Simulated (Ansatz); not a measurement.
Cost and result for the atomization energy of `[SiH3][GeH]1[CH2][AlH]1` (11 atoms, 11 bonds).

```xyz
11

Si   -0.141   -2.095   -0.035
Ge   -0.777    0.153   -0.404
C     0.284    1.455    0.789
Al    0.681    1.907   -1.046
H    -0.566   -2.974   -1.157
H     1.344   -2.138    0.059
H    -0.705   -2.638    1.231
H    -2.296    0.377   -0.271
H    -0.330    2.102    1.416
H     1.032    0.953    1.406
H     1.475    2.898   -1.988
```

Total charge 0; spin multiplicity 1. Correlated methods include outer-core shells of Ge, which these sets cover unevenly. Scalar relativity is left out up to krypton. All single points use the PBE0-D4/def2-TZVP geometry. Program: Ansatz. All runs use 4 threads of an Arm Neoverse V1 on a shared host. Times are those of one run each, without the atoms' runs, and a repeat can differ threefold. Electronic energies, without spin–orbit coupling; frozen cores. CCSD(T)/CBS adds CCSD(T) − MP2 in def2-TZVPP to the MP2 limit, and its time is that of the two runs behind it. T1 = 0.013. With those shells the extrapolation isn't a true limit. B3LYP takes the VWN-RPA correlation (the form of Gaussian; ORCA's B3LYP/G).

CCSD(T)/CBS is a level of theory with its own doubt, some kJ/mol a heavy atom from the limit and from the frozen cores, so smaller differences don't rank the functionals.

| level | functions | wall time | atomization (kJ/mol) | difference from CCSD(T)/CBS | per bond |
| --- | --- | --- | --- | --- | --- |
| PBE-D4/def2-TZVPP (with forces) | 261 | 3.5 s | 3203.0 | -17.6 | -1.6 |
| PBE0-D4/def2-TZVPP | 261 | 4.5 s | 3187.1 | -33.5 | -3.0 |
| r2SCAN-D4/def2-TZVPP (with forces) | 261 | 7.5 s | 3226.9 | 6.3 | 0.6 |
| B3LYP-D4/def2-TZVPP (with forces) | 261 | 7.5 s | 3189.5 | -31.1 | -2.8 |
| B2PLYP/def2-TZVPP | 261 | 8.5 s | 3153.5 | -67.1 | -6.1 |
| ωB97X-V/def2-TZVPP | 261 | 12 s | 3230.7 | 10.1 | 0.9 |
| ωB97M-V/def2-TZVPP (with forces) | 261 | 18 s | 3198.4 | -22.2 | -2.0 |
| MP2/def2-QZVPP | 496 | 32 s | 3179.3 | -41.3 | -3.8 |
| CCSD(T)/def2-TZVPP | 261 | 3.3 min | 3144.1 | -76.5 | -7.0 |
| CCSD(T)/CBS(def2) | – | 3.8 min | 3220.6 | 0.0 | 0.0 |

In def2-TZVPP, CCSD(T) changes the Hartree–Fock value by +783.6 kJ/mol (the triples alone add +42.4 kJ/mol) and MP2 by +774.5 kJ/mol; breaking electron pairs costs correlation energy, which Hartree–Fock lacks. From PBE to PBE0 (25 % exact exchange), in def2-TZVPP and without D4, the atomization energy moves by −12.4 kJ/mol: exact exchange takes away binding that semilocal exchange gives to molecules. The D4 term adds +40.1 kJ/mol with B3LYP and +21.2 kJ/mol with PBE0; it sums over pairs of atoms, weighted by their polarisabilities, and B3LYP, whose exchange is more repulsive, gets the larger term.
